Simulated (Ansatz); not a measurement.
CH7BO2Si (`COBO[SiH3]`), charge 0, multiplicity 1.

Problem. Give a relaxed structure at PBE0-D4/def2-TZVP (Ansatz 0.2.0). (An estimate is asked.)

Solution. Computed: 
Z-matrix (Å, degrees):
```
C
O 1 1.410
H 1 1.092 2 109.2
H 1 1.094 2 111.5 3 120.7
H 1 1.092 2 109.1 3 -118.7
B 2 1.354 1 122.0 3 -120.0
O 6 1.355 2 118.8 1 179.9
H 6 1.200 2 121.2 1 -0.2
Si 7 1.655 6 129.8 2 -0.1
H 9 1.485 7 110.6 6 62.0
H 9 1.482 7 106.4 6 -178.9
H 9 1.485 7 110.7 6 -59.7
```
Point group Cs.
This is one stationary point; other conformers may exist.
